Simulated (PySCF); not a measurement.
# Excitation energy of Eu(2+) by level of theory

Eu(2+) [Xe] 4f7 (8S) → Eu(2+) [Xe] 4f6 6s1 (8F), as a difference of total energies. Calculation: PySCF 2.14, in ANO-RCC-VTZP (8s7p5d3f2g1h, 104 functions); the spin-free X2C one-electron Hamiltonian (Gaussian nucleus). Correlated levels: valence: [Kr] 4d10 frozen; valence and next inner shell: [Ar] 3d10 frozen. The calculations carry no spin-orbit coupling.

```json
{"method": "UHF", "excitation energy (eV)": "4.512"}
{"method": "PBE", "excitation energy (eV)": "6.832"}
{"method": "r2SCAN", "excitation energy (eV)": "6.775"}
{"method": "MP2 (valence)", "excitation energy (eV)": "6.261"}
{"method": "SCS-MP2 (valence)", "excitation energy (eV)": "5.365"}
{"method": "MP2 (valence and next inner shell)", "excitation energy (eV)": "6.518"}
{"method": "SCS-MP2 (valence and next inner shell)", "excitation energy (eV)": "5.662"}
```

Problem. Estimate what PBE0 gives.

Solution. 6.458 eV, closest to MP2 (valence and next inner shell) among the rows shown.

Problem. Estimate what LDA gives.

Solution. 7.078 eV, closest to PBE among the rows shown.

A first-order spin-orbit estimate (lowest level to lowest level, LS coupling) adds -0.380 eV.

The basis was made for the ground configuration and has no added diffuse functions, so the excitation energy can come out too high.
